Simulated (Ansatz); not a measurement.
Energy needed to pull apart SbH3SO (SMILES O[S][SbH2]), closed shell, into free ground-state atoms, from the structure below (displaced at random from a GFN2-xTB minimum); no zero-point or spin–orbit terms; open-shell atoms are treated unrestricted, in their ground-state multiplicity.

```
6
angstrom
O -0.0455 -1.8201 -0.1246
S -0.9853 -0.4075 -0.0446
Sb 0.9677 0.9037 0.2666
H -0.6541 -2.5906 -0.1226
H 0.6820 1.8377 -1.1265
H 0.0658 2.0649 1.1362
```

Program: Ansatz 0.2.0. Basis: def2-TZVPP. Cores are frozen in the correlated methods. Filled d shells of the heavier atoms are correlated. Core potentials replace the inner electrons of the atoms past krypton. The def2 sets are not built for correlating such inner shells, so the correlated values are less sure here.

| method | atomization energy (kJ/mol) |
| --- | --- |
| PBE-D4 | 1545 |
| r2SCAN-D4 | 1491 |
| PBE0-D4 | 1475 |
| LC-wPBE | 1443 |
| wB97X-V | 1518 |
| wB97M-V | 1501 |
| HF | ? |
| MP2 | 1427 |
| CCSD | ? |
| CCSD(T) | 1426 |

(1) What does CCSD give? (To be estimated.)

(2) What does HF give? (Judge from chemistry; the value comes from the calculation.)

The T1 diagnostic stays at or below 0.015.

## Answers

(1) By the calculation: 1385 kJ/mol, which is about 41 kJ/mol less than CCSD(T)/def2-TZVPP.

(2) The calculation gives: 825 kJ/mol, which is about 601 kJ/mol less than CCSD(T)/def2-TZVPP.

In triple zeta the MP2 and coupled-cluster atomization energies are still short of their basis limit by a few kcal/mol a bond, whereas those of the functionals are nearly converged, so these differences are not deviations from converged CCSD(T).

For scale, one of the runs: CCSD(T)/def2-TZVPP forces, 165 basis functions, launched by `ansatz run in.yaml --threads 4 --pin off --events-out ev --progress --plain --max-ram 5222MiB`. Hardware: 4 CPU threads of an Arm Neoverse N1, shared host. Wall time 4.6 min; peak host memory 2.6 GiB.
